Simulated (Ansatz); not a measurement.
The cluster Rb₄⁺. Total charge 1; doublet. Geometry relaxed at r2SCAN/def2-TZVP.

Cartesian coordinates in Å:
```
Rb 1.3635 -1.6567 0.8331
Rb -0.7060 -2.4054 -3.7563
Rb 0.7073 2.3898 3.7663
Rb -1.3648 1.6722 -0.8431
```

In the def2 sets Rb takes a core potential; there is no spin–orbit coupling. The charge 1 doublet is spin-contaminated (final ⟨S²⟩ up to 0.88, 0.75 for a pure state). The structure comes from a short search, and lower isomers may exist.

Problem. Estimate the harmonic wavenumbers at UKS r2SCAN/def2-TZVP (Ansatz, unscaled). Is this a minimum?

Solution. 6, 14, 18, 28, 36, 50 cm⁻¹. Yes, no mode is imaginary beyond noise. Zero-point energy 0.9 kJ/mol. Run time 4.2 min (2 threads of Arm Neoverse V2 on a shared host), peak host memory 0.58 GiB.
